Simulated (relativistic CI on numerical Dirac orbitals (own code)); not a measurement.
## Calculated levels, Ni4+

These numbers are calculated, not measured: Dirac-Coulomb-Breit CI, orbitals from a KLI potential per configuration, model QED, valence Slater integrals scaled by 0.85, P86 correlation energy added to each configuration (own radial code, finite nucleus).

Configurations in the expansion (outside the closed core [Ne]): 3s2.3p6.3d6, 3s2.3p6.3d5.4s, 3s2.3p6.3d5.4p, 3s2.3p5.3d7, 3s2.3p6.3d5.4d, 3s2.3p6.3d5.5s, 3s2.3p6.3d5.5p, 3s2.3p6.3d4.4s2, 3s2.3p6.3d5.4f, 3s2.3p6.3d5.5d, 3s2.3p4.3d8, 3s2.3p6.3d4.4s.4p, 3s2.3p6.3d5.5g, 3s.3p6.3d7. Levels of other configurations are missing.

The lowest level is 3s2.3p6.3d6 5D_4, with 99 % of that term; Hund's rules for 3s2.3p6.3d6 give 5D with J = 4, in agreement.

```tsv
No.	Configuration	Term	J	E (cm⁻¹)	%	Next component (%)
1	3s2.3p6.3d6	5D	4	0.0	99	
2	3s2.3p6.3d6	5D	3	868.9	99	
3	3s2.3p6.3d6	5D	2	1448.1	99	
4	3s2.3p6.3d6	5D	1	1815.6	99	
5	3s2.3p6.3d6	5D	0	1994.2	99	1 3P
6	3s2.3p6.3d6	3P	2	23172.9	99	
7	3s2.3p6.3d6	3P	1	25670.5	99	
8	3s2.3p6.3d6	3H	6	26411.7	99	
9	3s2.3p6.3d6	3P	0	26555.4	97	2 1S
10	3s2.3p6.3d6	3F	4	26593.0	70	22 3H
11	3s2.3p6.3d6	3H	5	26844.9	96	4 3G
12	3s2.3p6.3d6	3F	3	27337.4	97	3 3G
13	3s2.3p6.3d6	3H	4	27389.5	74	25 3F
14	3s2.3p6.3d6	3F	2	27647.5	99	1 1D
15	3s2.3p6.3d6	3G	5	31726.9	96	4 3H
16	3s2.3p6.3d6	3G	4	32473.3	94	3 3F
17	3s2.3p6.3d6	3G	3	32809.5	97	3 3F
18	3s2.3p6.3d6	3D	2	38806.7	96	3 1D
19	3s2.3p6.3d6	3D	1	38904.3	99	
20	3s2.3p6.3d6	1G	4	38980.9	97	1 3F
21	3s2.3p6.3d6	3D	3	39120.9	99	
22	3s2.3p6.3d6	1I	6	40099.4	99	
23	3s2.3p6.3d6	1S	0	42395.3	97	2 3P
24	3s2.3p6.3d6	1D	2	44895.0	96	3 3D
25	3s2.3p6.3d6	1F	3	54397.0	98	2 3F
26	3s2.3p6.3d6	3P	0	61810.2	99	1 3s2.3p4.3d8 3P
27	3s2.3p6.3d6	3P	1	62614.4	99	1 3s2.3p4.3d8 3P
28	3s2.3p6.3d6	3F	2	63965.6	99	
29	3s2.3p6.3d6	3F	4	64089.0	99	1 1G
30	3s2.3p6.3d6	3P	2	64197.8	99	1 3s2.3p4.3d8 3P
31	3s2.3p6.3d6	3F	3	64212.6	98	1 1F
32	3s2.3p6.3d6	1G	4	73041.0	99	1 3F
33	3s2.3p6.3d6	1D	2	97466.9	99	1 3s2.3p4.3d8 1D
34	3s2.3p6.3d6	1S	0	123871.9	99	1 3s2.3p4.3d8 1S
35	3d5(6S).4s	7S	3	171166.1	100	
36	3d5(6S).4s	5S	2	184626.9	100	
37	3d5(4G).4s	5G	6	212089.8	100	
38	3d5(4G).4s	5G	5	212174.4	100	
39	3d5(4G).4s	5G	2	212200.6	99	1 3F
40	3d5(4G).4s	5G	4	212208.3	100	
41	3d5(4G).4s	5G	3	212211.6	100	
42	3d5(4P).4s	5P	3	217935.3	88	11 5D
43	3d5(4P).4s	5P	2	218092.8	90	10 5D
44	3d5(4P).4s	5P	1	218311.9	95	5 5D
45	3d5(4G).4s	3G	5	221083.4	100	
46	3d5(4G).4s	3G	3	221140.3	99	
47	3d5(4G).4s	3G	4	221147.4	96	3 5D
48	3d5(4D).4s	5D	4	221559.7	96	3 3G
49	3d5(4D).4s	5D	0	221671.4	99	1 3P
50	3d5(4D).4s	5D	1	221815.2	94	5 5P
51	3d5(4D).4s	5D	2	221982.1	89	10 5P
52	3d5(4D).4s	5D	3	221985.1	89	10 5P
53	3d5(4P).4s	3P	2	226901.9	87	11 3D
54	3d5(4P).4s	3P	1	227250.5	91	8 3D
55	3d5(4P).4s	3P	0	227536.9	98	1 5D
56	3d5(4D).4s	3D	3	230531.1	99	1 3F
57	3d5(4D).4s	3D	1	230906.7	92	7 3P
58	3d5(2I).4s	3I	6	230914.5	99	1 3H
59	3d5(2I).4s	3I	5	230923.5	99	1 3H
60	3d5(2I).4s	3I	7	230934.3	100	
61	3d5(4D).4s	3D	2	230986.5	88	11 3P
62	3d5(2I).4s	1I	6	235360.9	98	1 3H
63	3d5(2D).4s	3D	3	237543.6	59	22 3F
64	3d5(2D).4s	3D	2	237552.0	49	32 5F
65	3d5(4F).4s	5F	1	237716.2	58	42 3D
66	3d5(4F).4s	5F	5	238315.8	97	3 3G
67	3d5(4F).4s	5F	4	238415.5	96	2 3F
68	3d5(4F).4s	5F	3	238638.7	80	12 3F
69	3d5(4F).4s	5F	2	238867.3	59	29 3F
70	3d5(2D).4s	3D	1	239819.3	58	41 5F
```

Energies count from the lowest computed level. Percentages are summed over parent terms; the parents shown are those of the largest component, closed shells are left out there.

The mean weight of the leading LS term, summed over parents, in these 70 levels is 93 %, and that of the leading jj configuration (from the same eigenvectors) 53 %, so LS coupling describes them better.

At this charge configurations can still be misplaced by up to about 7 % of their energy. 67 of the 69 excited levels that our extract of the measured tables holds in this range could be paired (the sources list more); they are missed by 3717 cm⁻¹ on average and 6954 at most, and levels without a partner can miss by more.

Landé's interval rule says that E(J) − E(J−1) = AJ with one A. For the ground term the intervals give A = -178.6, -183.8, -193.1, -217.2 cm⁻¹ for J = 1, 2, 3, 4; the multiplet is inverted.
